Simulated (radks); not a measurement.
The numbers below are computed, except where a source is named.
Ho21+, configuration [Kr] 4d10. Code: a radial shooting solver on a logarithmic mesh with Libxc functionals. Model: Dirac Kohn-Sham, Slater X-alpha with alpha = 0.738, spin-unpolarised, spherical densities, finite nucleus; Fermi nuclear charge, rms radius 5.2022 fm.

Spin-orbit splittings of the eigenvalues, e(l+1/2) - e(l-1/2), with zeta = 2 splitting/(2l+1) and mean radii in bohr:

shell  occ.  splitting (eV)  zeta (eV)  <r> j=l-1/2  <r> j=l+1/2
2p        6           857.8      571.9      0.07288      0.08005
3p        6           180.0      120.0       0.2186       0.2319
3d       10               ?          ?       0.2046       0.2088
4p        6           46.55      31.03       0.4992       0.5236
4d       10           9.333      3.733       0.5289       0.5362

Estimate the 3d splitting.

Answer. 39.33 eV (zeta = 15.73 eV).
